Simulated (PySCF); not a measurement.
# Electronic structure of W (tungsten, neutral) at the UHF level

Configuration: [Xe] 4f14 5d4 6s2, high-spin 5D determinant. All numbers are calculated (PySCF 2.14, a scalar-relativistic core potential, in aug-cc-pVQZ-PP with ECP60MDF (7s7p6d4f3g2h, 135 functions)).

```json
{"Total energy": "-66.681367 hartree", "One-electron energy": "-112.9615 hartree", "Hartree (Coulomb) energy": "53.2129 hartree", "Exchange energy": "-6.9328 hartree", "⟨S²⟩": "6.0382", "⟨L²⟩": "6.106", "Sum of ⟨r⟩": "24.76 bohr", "Sum of ⟨r²⟩": "59.81 bohr²", "Traceless quadrupole moment −½Σ⟨3z² − r²⟩ along its main axis": "-0.177 e·bohr²", "Time after the integrals": "of the order of 8 core-seconds"}
```

```json
{"shell": "5s α", "electrons": "1", "mean orbital energy (eV)": "-94.975", "spread (eV)": "0", "rms radius, mean of both spins (bohr)": "1.16"}
{"shell": "5s β", "electrons": "1", "mean orbital energy (eV)": "-90.883", "spread (eV)": "0", "rms radius, mean of both spins (bohr)": "1.16"}
{"shell": "5p α", "electrons": "3", "mean orbital energy (eV)": "-55.356", "spread (eV)": "0.780", "rms radius, mean of both spins (bohr)": "1.35"}
{"shell": "5p β", "electrons": "3", "mean orbital energy (eV)": "-49.130", "spread (eV)": "1.172", "rms radius, mean of both spins (bohr)": "1.35"}
{"shell": "5d α", "electrons": "4", "mean orbital energy (eV)": "-10.362", "spread (eV)": "1.022", "rms radius, mean of both spins (bohr)": "2.16"}
{"shell": "6s α", "electrons": "1", "mean orbital energy (eV)": "-8.306", "spread (eV)": "0", "rms radius, mean of both spins (bohr)": "3.71"}
{"shell": "6s β", "electrons": "1", "mean orbital energy (eV)": "-6.075", "spread (eV)": "0", "rms radius, mean of both spins (bohr)": "3.71"}
```

Energies and moments cover only the electrons outside the core potential. Spin-orbit coupling, absent here, splits the open shell strongly.
